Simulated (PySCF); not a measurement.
# Polarisability and C₆ of Fe (iron, neutral)

[Ar] 3d6 4s2, high-spin 5D determinant. All numbers are calculated (PySCF 2.14, no relativity, point nucleus, in aug-cc-pwCVTZ (10s9p7d4f3g, 127 functions)). Coupled (time-dependent) response in atomic units; α is the mean over directions.

```
method  mean α (bohr³)         α xx, yy, zz  C₆ (like pair)  S(−4)
  PBE0           67.07  66.68, 66.68, 67.86           610.7   2578
```

S(−4) is the Cauchy moment in α(ω) = α(0) + S(−4) ω² + …

Reference α: 62 ± 4 bohr³ (recommended; Schwerdtfeger and Nagle, table of static dipole polarizabilities (2023 update)). Published C₆: 482.0 (Chu and Dalgarno (2004); Tang, Norbeck and Certain (1976)).

α(iu) at PBE0:

| u (hartree) | α(iu) (bohr³) |
| --- | --- |
| 0 | 67.07 |
| 0.0500 | 61.34 |
| 0.100 | 49.54 |
| 0.200 | 29.46 |
| 0.300 | 18.59 |
| 0.500 | 9.538 |
| 0.750 | 5.566 |
| 1.00 | 3.829 |
| 1.50 | 2.266 |
| 2.00 | 1.551 |
| 3.00 | 0.8878 |
| 5.00 | 0.4161 |

A single London oscillator, α(iu) = α/(1 + u²/ω²), gives C₆ = (3/4) ω α². Matching the computed C₆ needs ω = 4 × 610.7 / (3 × 67.07²) = 0.181 hartree.

The components differ because the open shell of this determinant is not spherical; for a pure term their mean is the scalar polarisability.
